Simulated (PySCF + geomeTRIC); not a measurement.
Species: H$_{3}$AlO$_{2}$, SMILES `[OH][AlH][OH]` (H–O–Al–O torsion 0°, O–Al–O–H torsion 1°) (charge 0, multiplicity 1).

**Question.** Give a relaxed geometry from TPSSh-D3(BJ)/def2-TZVP in PySCF + geomeTRIC.

**Answer.** This is not unique; one that fits is the end point of this relaxation, one of several conformers (outside a Z-matrix the atoms follow the SMILES, hydrogens last).
Z-matrix (Å, degrees):
```
Al
O 1 1.6987
H 2 0.9589 1 126.30
O 1 1.6997 2 124.46 3 0.53
H 4 0.9592 1 125.76 2 0.01
H 1 1.5632 2 117.73 3 -179.59
```
